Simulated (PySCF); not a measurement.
Deuteron quadrupole couplings in `CCP(CC(F)(F)F)C(C)=O`

Species: C6H10F3OP.
Structure used (GFN2-xTB), in Å, numbered top down from 1:
```
atom  x, y, z in Å
C1     2.7242    0.0193    0.5600
C2     1.5433   -0.9060    0.3012
P3    -0.0703   -0.0799    0.7318
C4    -1.1528   -1.4342    0.0208
C5    -2.5806   -1.0642    0.3110
F6    -2.8487   -1.0747    1.6251
F7    -2.8771    0.1763   -0.1187
F8    -3.4707   -1.8877   -0.2639
C9    -0.1355    1.0122   -0.8280
C10   -0.2889    2.4665   -0.5482
O11   -0.0657    0.5048   -1.9131
H12    2.7140    0.3750    1.5885
H13    3.6606   -0.5070    0.3870
H14    2.6900    0.8820   -0.1028
H15    1.5138   -1.2144   -0.7480
H16    1.6225   -1.7970    0.9306
H17   -0.9359   -2.3891    0.5025
H18   -1.0076   -1.5113   -1.0607
H19   -1.3008    2.6156   -0.1693
H20   -0.1446    3.0647   -1.4451
H21    0.4021    2.7659    0.2389
```

Level: PBE0/pcSseg-1 (PySCF, non-relativistic); Q(2H) = 0.00286 b; rigid geometry, the same for H and D, with no vibrational averaging.

**Question.** Rank these positions by the coupling χzz of a deuteron there, largest first.
A. H20 (methyl hydrogen)
B. H18 (methylene hydrogen)
C. H15 (methylene hydrogen)
D. H17 (methylene hydrogen)

**Answer.** A (209 kHz), D (204 kHz), C (200 kHz), B (195 kHz).

**Question.** Tabulate Vzz, the asymmetry η and χzz = 234.96 MHz × Q × Vzz for every hydrogen position.

**Answer.** 
```
atom  bonded to  bond length (Å)  Vzz (au)     η  χzz (kHz)
 H12         C1            1.088    0.3110  0.02        209
 H13         C1            1.088    0.3145  0.02        211
 H14         C1            1.088    0.3126  0.03        210
 H15         C2            1.094    0.2971  0.03        200
 H16         C2            1.094    0.3030  0.03        204
 H17         C4            1.091    0.3041  0.04        204
 H18         C4            1.094    0.2907  0.06        195
 H19        C10            1.091    0.3058  0.03        205
 H20        C10            1.088    0.3115  0.01        209
 H21        C10            1.089    0.3080  0.05        207
```

**Question.** Give the 2H NMR doublet splittings at H12 for a magnetic field along the z, y and x axes of the gradient: 3χ/2, 3χ(1 + η)/4, 3χ(1 − η)/4.

**Answer.** With |χ| = 209.0 kHz and η = 0.021: 314, 160 and 153 kHz, to first order and without motion.

One conformer (not necessarily the lowest) at the GFN2-xTB geometry, without solvent, vibrations or thermal averaging. GFN2-xTB bond lengths can be off by several hundredths of an ångström, more for odd bonds, and the gradients follow them. The basis is small and wasn't made for field gradients, so the couplings can be 20 % off.
